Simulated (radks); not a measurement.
Valence configurations of Ru (all share [Kr]). Method: Dirac Kohn-Sham, LDA (Slater exchange, Perdew-Wang correlation), spin-unpolarised, spherical densities, finite nucleus; open shells fill j = l - 1/2 first; Fermi nuclear charge, rms radius 4.4809 fm; computed with a radial shooting solver on a logarithmic mesh with Libxc functionals. Energies are relative to 4d7 5s1; eigenvalues in eV.

valence          E (eV)  e(4d3/2)  e(4d5/2)  e(5p1/2)  e(5s1/2)
4d8              -0.122    -3.540    -3.244         -         -
4d7 5s1           0.000    -5.552    -5.229         -    -4.500
4d7.5 5p0.5       1.405    -5.267    -4.955    -1.377         -
4d6 5s2           1.444    -7.975    -7.622         -    -5.410
4d7 5s0.5 5p0.5   1.713    -6.307    -5.981    -1.565    -5.042
4d6.5 5s1 5p0.5   2.357    -7.450    -7.110    -1.769    -5.460
4d7 5p1           3.480    -6.991    -6.662    -1.922         -
4d6 5s1 5p1       5.356    -9.343    -8.985    -2.317    -6.333
4d6 5p2           9.474   -10.536   -10.174    -2.882         -
4d5 5s1 5p2      13.418   -13.174   -12.781    -3.296    -7.931

NIST lists [Kr] 4d7 5s1 as the ground configuration; this level of theory puts 4d8 lower, by 0.122 eV. The energies are those of spherical spin-averaged densities, not of single terms.
